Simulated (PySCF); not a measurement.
Al(Me)(F) (CH₃AlF), SMILES [CH3][Al+][F], charge +1. Geometry: ωB97X-D3(BJ)/def2-TZVP. The spin state was assumed, not searched. The isomer is the one that the SMILES or the coordinates give; other isomers of the formula were not compared.

The numbers are results of ωB97X-D3(BJ)/def2-TZVP run with PySCF, not measurements.

Harmonic wavenumbers (cm⁻¹): 155, 155, 596, 749, 749, 1011, 1245, 1426, 1426, 3065, 3165, 3165. Rotational constants (GHz): 156.7, 4.619, 4.619; symmetry number 3.

Problem. Work out the zero-point energy and the ideal-gas rigid-rotor harmonic-oscillator thermochemistry at 298.15 K and 1 atm.

Solution. ZPE = ½ Σ hcν = ½ × 16908 cm⁻¹ = 24.17 kcal/mol. H − E(el) = 27.60 kcal/mol. Entropy in cal/(mol K): translation 38.25, rotation 19.91, vibration 6.34, total 64.49. G − E(el) = 8.37 kcal/mol. Cp = 15.00 cal/(mol K).
